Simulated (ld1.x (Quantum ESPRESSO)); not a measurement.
Logarithmic derivatives: W (Z = 74), PAW

| Item | Value |
| --- | --- |
| Element | W (Z = 74) |
| Generator | ld1.x (Quantum ESPRESSO) 7.5 |
| Type | PAW |
| Functional | BLYP |
| Relativity | non-relativistic |
| Frozen core | [Kr] 4d10 4f14 |
| Valence charge | 14 |
| Reference configuration | 5s2 5p6 5d4 6s1 6p0 (charge +1) |
| Partial waves | 5s (bound): rcut 1.98, rcutus 2.14 bohr; 6s (bound): rcut 1.98, rcutus 2.14 bohr; 5p (bound): rcut 2.20, rcutus 2.50 bohr; 6p (bound, empty): rcut 2.20, rcutus 2.50 bohr; 5d (bound): rcut 2.74, rcutus 3.16 bohr; 5d channel at -0.45 Ry: rcut 2.74, rcutus 3.16 bohr |
| Local potential | all-electron potential smoothed inside 2.62 bohr (lloc = -1) |
| Core correction | Bessel-smoothed model core inside 0.95 bohr |
| Augmentation charge | BG, radius 1.38 bohr |

The phase is arctan(r·u′/u) with u = r·R(r), unwrapped; energies in Ry, scanned from -7 to 5 Ry. A pole is an energy at which the radial function vanishes at the test radius. The pseudo phase is shifted by a multiple of π to meet the all-electron one at the reference energy, and phase errors are pseudo minus all-electron; the curves can meet again beyond the range given. Levels narrower than the energy grid can be missing from the lists of poles.

For each channel, where are the poles, and over which energies does the pseudopotential scatter like the atom?

| channel | radius (bohr) | reference energy (Ry) | poles, all-electron | poles, pseudo | unbroken range about the reference energy with phases within 0.05 rad | phase error 1 Ry above the reference energy (rad) |
| --- | --- | --- | --- | --- | --- | --- |
| s | 3.46 | -0.79 | 0.17 | 0.16, 4.55 | below 1.8 | -0.001 |
| p | 3.46 | -0.49 | -3.49, 0.95 | -3.49, 0.97 | below 2.5 | +0.003 |
| d | 3.46 | -0.93 | -0.78, 2.63 | -0.78, 2.06 | below 0.5 | -0.003 |

Phases in the p channel:

| E (Ry) | all-electron | pseudo |
| --- | --- | --- |
| -7.00 | 1.454 | 1.454 |
| -6.48 | 1.448 | 1.448 |
| -5.96 | 1.442 | 1.442 |
| -5.44 | 1.435 | 1.435 |
| -4.92 | 1.426 | 1.426 |
| -4.40 | 1.414 | 1.414 |
| -3.88 | 1.397 | 1.397 |
| -3.36 | -1.734 | -1.734 |
| -2.84 | -1.771 | -1.771 |
| -2.32 | -1.806 | -1.806 |
| -1.80 | -1.862 | -1.861 |
| -1.28 | -1.976 | -1.976 |
| -0.76 | -2.363 | -2.363 |
| -0.24 | -3.975 | -3.974 |
| 0.28 | -4.535 | -4.533 |
| 0.80 | -4.685 | -4.682 |
| 1.32 | -4.769 | -4.762 |
| 1.84 | -4.844 | -4.831 |
| 2.36 | -4.952 | -4.916 |
| 2.88 | -5.226 | -5.082 |
| 3.40 | -6.637 | -5.705 |
| 3.92 | -7.507 | -7.204 |
| 4.44 | -7.686 | -7.583 |
| 4.96 | -7.762 | -7.703 |
